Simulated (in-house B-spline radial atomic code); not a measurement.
Configurations of S V (S4+), with energies counted from [Ne] 3s2. Computed with a B-spline radial code for spherical atoms: scalar-relativistic (X2C) B3LYP, spin-polarised, spherical fractional occupations, exact exchange averaged over the configuration, Fermi nucleus of rms radius 3.2611 fm. Shells without spins written out take the highest spin.

Occupations are held fixed; configurations that lie above the ionisation limit could autoionise.

```tsv
configuration	E - E(ref) (eV)	highest orbital	its <r> (bohr)
[Ne] 3s1 3p1	10.404	3p up	1.558
[Ne] 3s1 4p1	42.741	4p up	3.294
[Ne] 3s1 4d1	48.507	4d up	3.693
[He] 2s2 2p5 3s2 4s1	202.42	4s up	2.945
[He] 2s2 2p5 3s2 4p1	206.75	4p up	3.163
[He] 2s1 2p6 3s2 4p1	262.25	4p up	3.17
```

(1) Order these further configurations by energy, lowest first.
A. [He] 2s1 2p6 3s2 4f1
B. [He] 2s2 2p5 3s2 4d1
C. [He] 2s2 2p5 3s2 4f1
D. [Ne] 3s1 4f1
E. [He] 2s1 2p6 3s2 4s1

(2) How far above the reference does [He] 2s2 2p5 3s2 3d1 lie?

Results:

(1) D (50.671 eV), B (212.67 eV), C (215.64 eV), E (257.88 eV), A (271.06 eV).

(2) 190.07 eV; its least bound orbital is 3d up with <r> = 1.59 bohr.
